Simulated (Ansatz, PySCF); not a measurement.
C3H2, SMILES `[C]=C=C` (lower singlet) (charge 0, multiplicity 1). This singlet lies 1.26 eV below the relaxed triplet at the level B3LYP-D3(BJ)/def2-TZVP (PySCF).

Cartesian coordinates (Å):
SMILES: [C]=C=C
```xyz
5

C      2.0252    -0.0050     0.7261
C      0.7583    -0.0033     0.5417
C     -0.5481    -0.0015     0.3509
H     -1.0937     0.9160     0.1465
H     -1.1318    -0.9175     0.3904
```
Charge 0, multiplicity 1.

Frozen-core energies in cc-pVTZ from Ansatz (an electronic-structure program) at a geometry from B3LYP-D3(BJ)/def2-TZVP; the HF reference has <S^2> = 0.00 (restricted, and unstable towards unrestricted orbitals) and the T1 diagnostic is 0.018.

```json
[
 {"level": "HF", "energy (Ha)": "-114.63255"},
 {"level": "MP2", "energy (Ha)": "-115.06148"},
 {"level": "CCSD", "energy (Ha)": "-115.08754"},
 {"level": "CCSD(T)", "energy (Ha)": "-115.11330"}
]
```

Question: Estimate the energies of CCSDT and CCSDT(Q), and give each level's difference from CCSDT(Q).

Answer: 
```json
[
 {"level": "MP2", "energy (Ha)": "-115.06148", "difference from CCSDT(Q) (mHa)": "54.49"},
 {"level": "CCSD", "energy (Ha)": "-115.08754", "difference from CCSDT(Q) (mHa)": "28.44"},
 {"level": "CCSD(T)", "energy (Ha)": "-115.11330", "difference from CCSDT(Q) (mHa)": "2.68"},
 {"level": "CCSDT", "energy (Ha)": "-115.11395", "difference from CCSDT(Q) (mHa)": "2.02"},
 {"level": "CCSDT(Q)", "energy (Ha)": "-115.11597", "difference from CCSDT(Q) (mHa)": "0.00"}
]
```
